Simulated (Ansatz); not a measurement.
Geometry optimisation, Ansatz, RHF/def2-SVP.

The input (input.yaml):

```yaml
crystal:
  periodic: [false, false, false]
  atoms:
    - { symbol: "N", position_ang: [-0.6868, 1.5931, -0.3633] }
    - { symbol: Si, position_ang: [-0.2023, 0.0486, -0.6938] }
    - { symbol: Si, position_ang: [0.5528, -1.1159, 1.1302] }
    - { symbol: Cl, position_ang: [-1.6578, -0.9235, -1.6241] }
    - { symbol: H, position_ang: [-0.27375, 1.98044, 0.46503] }
    - { symbol: H, position_ang: [-1.73201, 1.60526, -0.11376] }
    - { symbol: H, position_ang: [0.8906, 0.222, -1.7066] }
    - { symbol: H, position_ang: [1.1375, -2.4401, 0.7372] }
    - { symbol: H, position_ang: [-0.4701, -1.294, 2.2149] }
    - { symbol: H, position_ang: [1.7149, -0.3762, 1.803] }
basis:
  gaussian: { orbitals: def2-SVP }
hamiltonian:
  xc: hf
relax:
  f_tol: 0.015
  max_steps: 40
```

Launched with:

```bash
$ ansatz run input.yaml --threads 1 --pin off --max-ram 2048MiB --backend cpu --events-out ev --progress --plain --runs-dir out
```

Where does it end, and by what steps?

It converged. The force dipped under the threshold on the way, but the program's further checks kept it going. After 29 steps the energy has fallen by 0.770 eV; H6 moved furthest, 1.23 Å.

| step | energy less start (eV) | largest force component (eV/Å) | accepted |
| --- | --- | --- | --- |
| 0 | 0.0000 | 4.362 | yes |
| 2 | -0.5699 | 0.724 | yes |
| 4 | -0.5880 | 0.264 | yes |
| 6 | -0.5989 | 0.214 | no |
| 8 | -0.6288 | 0.043 | yes |
| 10 | -0.6330 | 0.069 | yes |
| 12 | -0.6484 | 0.142 | yes |
| 14 | -0.6626 | 0.201 | yes |
| 16 | -0.6727 | 0.086 | yes |
| 18 | -0.6979 | 0.189 | yes |
| 20 | -0.7010 | 2.007 | no |
| 22 | -0.7571 | 0.144 | yes |
| 24 | -0.7625 | 0.413 | no |
| 26 | -0.7695 | 0.125 | yes |
| 28 | -0.7704 | 0.038 | yes |
| 29 | -0.7705 | 0.011 | yes |

```xyz
10
Properties=species:S:1:pos:R:3
N -0.735 1.585 -0.111
Si -0.202 0.046 -0.640
Si 0.722 -1.164 1.160
Cl -1.752 -1.157 -1.402
H -1.267 1.691 0.731
H -0.958 2.306 -0.771
H 0.724 0.252 -1.768
H 1.092 -2.530 0.721
H -0.281 -1.255 2.250
H 1.930 -0.475 1.679
```

Whether the end is a true minimum wasn't checked by a vibrational analysis.

Run time: 110 s on 1 thread of Intel(R) Xeon(R) Processor @ 2.70GHz, on a shared host, peak memory 0.2 GiB.
